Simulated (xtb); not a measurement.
C₃H₁₀OSi, charge -1, doublet, geometry from GFN2-xTB (a state made from the parent by changing its charge; the spin is typed, not shown lowest); GFN2-xTB run with xtb 6.7.1.

The xtb input:
```
$ xtb mol.xyz --gfn 2 --chrg -1 --uhf 1 --grad --json

# file mol.xyz
15

C      0.25810500     1.61005659    -1.27897079
Si    -0.12363230    -0.09155022    -0.29900619
C     -0.73203227    -1.88819897     0.47322274
C      1.69252362    -0.29976757     0.36371436
O     -1.09534832     0.79712445     0.79603221
H      0.96028164     1.45565335    -2.09936028
H      0.69243198     2.35867756    -0.61303408
H     -0.64626722     2.04413102    -1.70290150
H     -0.51617590    -1.96135055     1.54630561
H     -0.23942836    -2.73445673    -0.00574898
H     -1.80812858    -2.03778082     0.35411092
H      2.42167298     0.09159140    -0.34512197
H      1.84613086     0.23840435     1.30320670
H      1.95014350    -1.34242788     0.54781154
H     -1.47860015     0.25972567     1.48476329
```

Output, abridged:

```
   ID    Z sym.   atoms
    1    6 C      1, 3, 4
    2   14 Si     2
    3    8 O      5
    4    1 H      6-15

           -------------------------------------------------
          |                Calculation Setup                |
           -------------------------------------------------

           -------------------------------------------------
          |                 G F N 2 - x T B                 |
           -------------------------------------------------

          ...................................................
          :                      SETUP                      :
          :.................................................:
          :  # basis functions                  36          :
          :  # atomic orbitals                  35          :
          :  # shells                           21          :
          :  # electrons                        33          :
          :  max. iterations                   250          :
          :  Hamiltonian                  GFN2-xTB          :
          :  restarted?                      false          :
          :  GBSA solvation                  false          :
          :  PC potential                    false          :
          :  electronic temp.          300.0000000     K    :
          :  accuracy                    1.0000000          :
          :  -> integral cutoff          0.2500000E+02      :
          :  -> integral neglect         0.1000000E-07      :
          :  -> SCF convergence          0.1000000E-05 Eh   :
          :  -> wf. convergence          0.1000000E-03 e    :
          :  Broyden damping             0.4000000          :
          :  net charge                         -1          :
          :  unpaired electrons                  1          :
          ...................................................

 iter      E             dE          RMSdq      gap      omega  full diag
   1    -17.5976388 -0.175976E+02  0.479E+00    2.92       0.0  T
   2    -17.6194174 -0.217786E-01  0.299E+00    3.02       1.0  T
   3    -17.6200777 -0.660288E-03  0.103E+00    3.05       1.0  T
   4    -17.6204011 -0.323429E-03  0.444E-01    3.11       1.0  T
   5    -17.6207651 -0.363995E-03  0.196E-01    3.10       1.0  T
   6    -17.6207885 -0.234026E-04  0.994E-02    3.11       1.0  T
   7    -17.6208065 -0.179379E-04  0.647E-02    3.11       1.0  T
   8    -17.6208128 -0.634326E-05  0.245E-02    3.10       1.1  T
   9    -17.6208129 -0.106482E-06  0.149E-02    3.10       1.7  T
  10    -17.6208131 -0.185462E-06  0.471E-03    3.10       5.5  T
  11    -17.6208131 -0.377126E-07  0.256E-03    3.10      10.1  T
  12    -17.6208131  0.233464E-08  0.110E-03    3.10      23.4  T
  13    -17.6208132 -0.860521E-08  0.260E-04    3.10      99.4  T
  14    -17.6208132 -0.222908E-09  0.785E-05    3.10     328.7  T

   *** convergence criteria satisfied after 14 iterations ***

         :::::::::::::::::::::::::::::::::::::::::::::::::::::
         ::                     SUMMARY                     ::
         :::::::::::::::::::::::::::::::::::::::::::::::::::::
         :: total energy             -17.427566016288 Eh    ::
         :: gradient norm              0.000035052913 Eh/a0 ::
         :: HOMO-LUMO gap              3.102896304493 eV    ::
         ::.................................................::
         :: SCC energy               -17.620784390714 Eh    ::
         :: -> isotropic ES            0.148146768529 Eh    ::
         :: -> anisotropic ES          0.014558293416 Eh    ::
         :: -> anisotropic XC          0.003102680178 Eh    ::
         :: -> dispersion             -0.010009875373 Eh    ::
         :: repulsion energy           0.193218374426 Eh    ::
         :: add. restraining           0.000000000000 Eh    ::
         :: total charge              -1.000000000000 e     ::
         :::::::::::::::::::::::::::::::::::::::::::::::::::::

           -------------------------------------------------
          |                Property Printout                |
           -------------------------------------------------

    * Orbital Energies and Occupations

         #    Occupation            Energy/Eh            Energy/eV
      -------------------------------------------------------------
         1        2.0000           -0.5106266             -13.8949
       ...           ...                  ...                  ...
         5        2.0000           -0.3579318              -9.7398
         6        2.0000           -0.3184290              -8.6649
         7        2.0000           -0.2823907              -7.6842
         8        2.0000           -0.2780538              -7.5662
         9        2.0000           -0.2730670              -7.4305
        10        2.0000           -0.2708692              -7.3707
        11        2.0000           -0.2654505              -7.2233
        12        2.0000           -0.2621143              -7.1325
        13        2.0000           -0.2434171              -6.6237
        14        2.0000           -0.2319089              -6.3106
        15        2.0000           -0.1816197              -4.9421
        16        2.0000           -0.1595999              -4.3429
        17        1.0000           -0.0307996              -0.8381 (HOMO)
        18                          0.0832298               2.2648 (LUMO)
        19                          0.2061273               5.6090
        20                          0.2102244               5.7205
        21                          0.2464596               6.7065
        22                          0.2858769               7.7791
        23                          0.3145849               8.5603
        24                          0.3682366              10.0202
        25                          0.3762013              10.2370
        26                          0.3892186              10.5912
        27                          0.3928318              10.6895
        28                          0.4025712              10.9545
       ...                                ...                  ...
        35                          0.8951609              24.3586
      -------------------------------------------------------------
                  HL-Gap            0.1140293 Eh            3.1029 eV
             Fermi-level           -0.0344923 Eh           -0.9386 eV

     #   Z          covCN         q      C6AA      α(0)
     1   6 C        3.623    -0.176    24.458     7.128
     2  14 Si       3.315     0.329   122.638    22.357
     3   6 C        3.602    -0.191    24.913     7.218
     4   6 C        3.640    -0.171    24.245     7.081
     5   8 O        1.572    -0.558    24.228     6.642
     6   1 H        0.924    -0.057     4.267     3.231
     7   1 H        0.924    -0.042     3.902     3.089
     8   1 H        0.925    -0.045     3.976     3.118
     9   1 H        0.924    -0.062     4.387     3.276
    10   1 H        0.925    -0.053     4.172     3.194
    11   1 H        0.924    -0.059     4.314     3.248
    12   1 H        0.925    -0.053     4.169     3.193
    13   1 H        0.924    -0.042     3.896     3.087
    14   1 H        0.925    -0.051     4.115     3.172
    15   1 H        0.810     0.230     0.973     1.549

 Mol. C6AA /au·bohr⁶  :       2469.238193
 Mol. C8AA /au·bohr⁸  :      67448.534910
 Mol. α(0) /au        :         80.582237

Wiberg/Mayer (AO) data.
largest (>0.10) Wiberg bond orders for each atom

 ---------------------------------------------------------------------------
     #   Z sym  total        # sym  WBO       # sym  WBO       # sym  WBO
 ---------------------------------------------------------------------------
     1   6 C    3.898 --     8 H    1.006     6 H    1.005     7 H    1.000
                             2 Si   0.776
     2  14 Si   3.215 --     5 O    0.979     4 C    0.784     1 C    0.776
                             3 C    0.747
     3   6 C    3.864 --    10 H    1.004    11 H    1.002     9 H    0.995
                             2 Si   0.747
     4   6 C    3.917 --    12 H    1.009    14 H    1.008    13 H    0.998
                             2 Si   0.784
     5   8 O    2.020 --     2 Si   0.979    15 H    0.935
     6   1 H    0.997 --     1 C    1.005
     7   1 H    0.998 --     1 C    1.000
     8   1 H    0.998 --     1 C    1.006
     9   1 H    0.996 --     3 C    0.995
    10   1 H    0.997 --     3 C    1.004
    11   1 H    0.997 --     3 C    1.002
    12   1 H    0.997 --     4 C    1.009
    13   1 H    0.998 --     4 C    0.998
    14   1 H    0.997 --     4 C    1.008
    15   1 H    0.947 --     5 O    0.935
 ---------------------------------------------------------------------------

Topologies differ in total number of bonds
Writing topology from bond orders to xtbtopo.mol

molecular dipole:
                 x           y           z       tot (Debye)
 q only:       -0.329      -0.232      -0.160
   full:        0.092      -0.149       0.653       1.718
molecular quadrupole (traceless):
                xx          xy          yy          xz          yz          zz
 q only:        0.700      -0.789      -6.217       0.383       5.052       5.517
  q+dip:        0.827       0.367      -5.039      -0.398       2.634       4.212
   full:        1.521       0.312      -5.017      -1.080       1.613       3.496

           -------------------------------------------------
          | TOTAL ENERGY              -17.427566016288 Eh   |
          | GRADIENT NORM               0.000035052913 Eh/α |
          | HOMO-LUMO GAP               3.102896304493 eV   |
           -------------------------------------------------

normal termination of xtb
```
